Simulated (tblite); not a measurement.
Parent: `[SiH3:1][Si:2]([SiH3:3])([SiH3:4])[Cl:5]`, ClH9Si4.

Computed geometry: GFN2-xTB, gas phase. One conformer each, not checked by frequencies here.

| coordinate of the parent | value |
| --- | --- |
| Si1–Si2 | 2.345 Å |
| Si2–Si3 | 2.345 Å |
| Si2–Si4 | 2.344 Å |
| Si2–Cl5 | 2.102 Å |
| Si1–Si2–Si3 | 113.8° |
| Si1–Si2–Si4 | 113.9° |
| Si1–Si2–Cl5 | 104.6° |
| Si3–Si2–Si4 | 113.9° |
| Si3–Si2–Cl5 | 104.6° |
| Si4–Si2–Cl5 | 104.6° |

How does the shared frame change in `[CH3:1][O:2][CH2:3][SiH2:4][Si:5]([SiH3:6])([SiH3:7])[Cl:8]` with C1–O2–C3–Si4 -83°, O2–C3–Si4–Si5 -39°, C3–Si4–Si5–Si6 75°, C2H13ClOSi4? Atoms pair as Si1 = Si4, Si2 = Si5, Si3 = Si6, Si4 = Si7, Cl5 = Cl8 (parent first).

```tsv
parent	relative	value in the relative	change
Si1–Si2	Si4–Si5	2.341 Å	-0.004
Si2–Si3	Si5–Si6	2.350 Å	+0.005
Si2–Si4	Si5–Si7	2.351 Å	+0.007
Si2–Cl5	Si5–Cl8	2.113 Å	+0.011
Si1–Si2–Si3	Si4–Si5–Si6	116.5°	+2.7
Si1–Si2–Si4	Si4–Si5–Si7	111.9°	-2.0
Si1–Si2–Cl5	Si4–Si5–Cl8	103.6°	-1.0
Si3–Si2–Si4	Si6–Si5–Si7	113.8°	-0.1
Si3–Si2–Cl5	Si6–Si5–Cl8	104.4°	-0.2
Si4–Si2–Cl5	Si7–Si5–Cl8	105.1°	+0.5
```

Of the parent's bonds, Si2–Cl5 changes most (+0.011 Å). Bonds of the relative outside the shared frame: C1–O2 1.401, O2–C3 1.429, C3–Si4 1.914 Å. Point group C3v → C1.
